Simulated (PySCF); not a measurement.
## Two-component Hartree-Fock for Ne⁺ (neon, charge +1)

Start: [He] 2s2 2p5; 2p1/2 filled at m_j = -1/2, +1/2; 2p3/2 filled at m_j = -1/2, +1/2, +3/2. Calculated with PySCF 2.14 in x2c-SVPall-2c (3s2p1d, 14 functions): generalised Hartree-Fock with the X2C-1e Hamiltonian and a Gaussian nucleus; one run each with spin-orbit coupling (SO) switched off, then screened by Boettger's factors.

```
spinor shell  electrons  ε, spin-free (eV)  ε, screened SO (eV)  weight of nominal j (screened SO)  rms radius, screened SO (bohr)
       1s1/2          2            -915.80              -915.79                              1.000                           0.183
       2s1/2          2            -70.709              -70.705                              1.000                           0.956
       2p1/2          2            -44.000              -44.002                              0.659                            1.00
       2p3/2          3            -44.000              -44.003                              0.772                            1.00
```

| quantity | spin-free | screened SO |
| --- | --- | --- |
| E (hartree) | -127.78213 | -127.78338 |
| M_J | 3/2 | 3/2 |
| ⟨J²⟩ | 3.753 | 3.753 |
| ⟨L²⟩ | 2.001 | 2.001 |
| ⟨S²⟩ | 0.751 | 0.751 |

Each row is a mean over spinors that exchange with the open shell spreads, by up to 6.097 eV (2s1/2).

Rows whose weight is well below 1 are mixtures of j = l ± 1/2: exchange outweighs spin-orbit coupling there, and the label is only the starting occupation.

Without spin-orbit coupling the j labels of p, d and f shells carry no meaning; the spin-free column gives the mean over the occupied spinors of each nl shell.
